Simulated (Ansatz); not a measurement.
System: CH₄FSi, charge 0, doublet. CH4FSi (SMILES F[SiH]C, doublet).
B3LYP-D3(BJ)/def2-TZVP minimum from Ansatz (an electronic-structure program):
```xyz
7

Si    -0.3573     0.3343     0.2691
C      1.5086     0.2043     0.2025
F     -0.9813    -0.7077    -0.7976
H     -0.8850    -0.0609     1.6072
H      1.8165    -0.8276     0.3948
H      1.9550     0.8464     0.9646
H      1.8970     0.5047    -0.7712
```
Charge 0, spin multiplicity 2.

Total energies in hartree (Ansatz). UHF or UKS for unpaired electrons; spin-orbit terms are left out. Cores are frozen in correlated methods. No relativity. Where a partner has so few electrons that a lower coupled-cluster level is exact, that level stands in.

| species | HF/cc-pV(T+d)Z | CCSD(T)/cc-pV(T+d)Z | HF/cc-pV(Q+d)Z | CCSD(T)/cc-pV(Q+d)Z | CCSD(T)/cc-pV(D+d)Z | CCSDT(Q)/cc-pV(D+d)Z |
|---|---|---|---|---|---|---|
| 1: CH4FSi (SMILES C[SiH]F, doublet) | -428.66916 | -429.24723 | -428.68551 | -429.30452 | -429.05683 | -429.05852 |
| 2: Si (triplet) | -288.85649 | -288.93344 | -288.85845 | -288.93781 | -288.91643 | -288.91690 |
| 3: C (triplet) | -37.69157 | -37.78076 | -37.69331 | -37.78654 | -37.76038 | -37.76071 |
| 4: F (doublet) | -99.40552 | -99.62036 | -99.41377 | -99.65026 | -99.52757 | -99.52776 |
| 5: H (doublet) | -0.49981 | -0.49981 | -0.49995 | -0.49995 | -0.49928 | -0.49928 |

### Question
Work out the atomisation energy (electronic, to ground-state atoms) in kcal/mol: take Hartree-Fock from cc-pV(Q+d)Z, extrapolate the CCSD(T) correlation energy as X^-3 (X = 3, 4), and add CCSDT(Q) - CCSD(T) in cc-pV(D+d)Z. 1 hartree = 627.51 kcal/mol.

### Answer

Species 1: correlation (64·(-0.61901) - 27·(-0.57807))/37 = -0.64889; step -0.00169; E1 = -428.68551 + (-0.64889) + (-0.00169) = -429.33609
Species 2: correlation (64·(-0.07936) - 27·(-0.07695))/37 = -0.08112; step -0.00047; E2 = -288.85845 + (-0.08112) + (-0.00047) = -288.94004
Species 3: correlation (64·(-0.09323) - 27·(-0.08919))/37 = -0.09618; step -0.00033; E3 = -37.69331 + (-0.09618) + (-0.00033) = -37.78982
Species 4: correlation (64·(-0.23649) - 27·(-0.21484))/37 = -0.25229; step -0.00019; E4 = -99.41377 + (-0.25229) + (-0.00019) = -99.66625
Species 5: correlation (64·(0.00000) - 27·(0.00000))/37 = 0.00000; step +0.00000; E5 = -0.49995 + (0.00000) + (+0.00000) = -0.49995
-1·E1 +1·E2 +1·E3 +1·E4 +4·E5 = 0.94018 hartree = 590.0 kcal/mol.
